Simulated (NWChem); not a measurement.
# Correlation energy of boron oxyfluoride (BFO)

SMILES: O=BF
```xyz
3

F      0.0000     0.0000    -1.1962
B      0.0000     0.0000     0.0865
O      0.0000     0.0000     1.2917
```
Charge 0, spin multiplicity 1.

Everything below was run with NWChem. Structure: optimised with PBE0/def2-SVP, a minimum by its harmonic frequencies.

Basis set: cc-pVDZ. Each correlation energy counts from its own Hartree-Fock reference.

The correlated methods keep 3 core orbitals frozen. No row is a measurement; the coupled-cluster row has its own basis-set and correlation limits.

Q: One of these methods gave a correlation energy of -459.4 mHa. Which?
A. RI-MP2
B. CR-CCSD[T]
C. CCSD
D. SCS-MP2

A: B, CR-CCSD[T]. The others give -448.5 (CCSD), -446.8 (RI-MP2), -429.2 (SCS-MP2).
